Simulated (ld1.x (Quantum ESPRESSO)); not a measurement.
# Which change was made? (W, PAW)

W, PAW, made with ld1.x (Quantum ESPRESSO) 7.5 (PBE, scalar-relativistic). Core [Xe] 4f14, reference 5d4 6s2 6p0. Waves: 6s (bound): rcut 2.25, rcutus 2.70 bohr; 6s channel at 2.55 Ry: rcut 2.25, rcutus 2.70 bohr; 6p (bound, empty): rcut 2.45, rcutus 2.90 bohr; 6p channel at 2.6 Ry: rcut 2.45, rcutus 2.90 bohr; 5d (bound): rcut 1.80, rcutus 2.20 bohr; 5d channel at 0.95 Ry: rcut 1.80, rcutus 2.20 bohr. Local part: all-electron potential smoothed inside 1.95 bohr (lloc = -1). Core correction: a·sin(br)/r model core inside 2.20 bohr. Augmentation charge: BESSEL, radius 1.40 bohr.

Cutoffs, loose and tight: the cutoffs (Ry, on a coarse ladder) from which the occupation-weighted sum of valence levels, in a spherical-Bessel basis at the reference potential, stays within 10 and 1 mRy of its value at 400 Ry. They do not see the model core or the augmentation charge, which bear on the density cutoff. Test errors are all-electron minus pseudo excitation energies from the reference, over the configurations 5d4 6s1 6p0; 5d4 6s0 6p0; 5d3 6s0 6p0; 5d2 6s0 6p0; 5d4 6s0 6p2; 5d3 6s2 6p0; 5d4 6s0 6p1; variants that change the core or the reference have their own tests. The largest error is taken over the tests solved by every variant that gives reliable tests at all, those not shown here included: 5d2 6s0 6p0; 5d3 6s0 6p0; 5d3 6s2 6p0; 5d4 6s0 6p0; 5d4 6s0 6p2; 5d4 6s1 6p0.

The base gives: outcome: generated; cutoff, loose: 18 Ry; cutoff, tight: 30 Ry; bound ghosts: s; largest test error (meV): -783.

(1) After one change the result is: outcome: generated, overlap not positive; bound ghosts: s (p, d not tested, overlap not positive); largest test error (meV): +31. Which change was it?
A. type TM; waves now 6p (bound): rc 2.90 bohr; 5d (bound): rc 2.20 bohr; 6s (bound): rc 2.70 bohr; local potential the s channel
B. core [Kr] 4d10 4f14 5s2, valence charge 12; reference 5p6 5d4 6s0 6p0; waves now 6s (bound): rcut 2.20, rcutus 2.70 bohr; 6s channel at 2.55 Ry: rcut 2.20, rcutus 2.70 bohr; 5p (bound): rcut 1.80, rcutus 1.95 bohr; 6p (bound): rcut 1.80, rcutus 1.95 bohr; 5d (bound): rcut 1.70, rcutus 2.30 bohr; 5d channel at 0.95 Ry: rcut 1.70, rcutus 2.30 bohr; local potential all-electron potential smoothed inside 1.60 bohr (lloc = -1); core correction Bessel-smoothed model core inside 1.10 bohr; augmentation BESSEL, radius 1.30 bohr
C. local potential all-electron potential smoothed inside 3.08 bohr (lloc = -1)

Results:

(1) B. The others give: type TM; waves now 6p (bound): rc 2.90 bohr; 5d (bound): rc 2.20 bohr; 6s (bound): rc 2.70 bohr; local potential the s channel → outcome: generated; cutoff, loose: 30 Ry; cutoff, tight: 35 Ry; bound ghosts: none; largest test error (meV): -562 | local potential all-electron potential smoothed inside 3.08 bohr (lloc = -1) → outcome: generated; cutoff, loose: 18 Ry; cutoff, tight: 35 Ry; bound ghosts: none; largest test error (meV): -787. A file whose overlap is not positive is unfit for use, and its test errors describe a broken file.
